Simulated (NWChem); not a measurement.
System: SiBiH₃F₂; SMILES [F][Bi]([SiH3])[F]

Computed with NWChem. All runs use the structure optimised with PBE0/def2-SVP. def2 effective core potentials on Bi; no spin-orbit coupling. Level M06-L/def2-SVP: energy and gradient on several grids; changes count from the extra-fine grid, which is no exact limit either.

| grid | size of the energy change (μHa) | largest change of a gradient component (μHa/bohr) | time, medium = 1 (rough) |
|---|---|---|---|
| xcoarse | 20000 | 9000 | about 1 |
| coarse | 2000 | 1000 | about 1 |
| medium | 20 | 80 | about 1 |
| fine | 30 | 100 | about 1 |
| xfine | < 10 | < 30 | 2 |
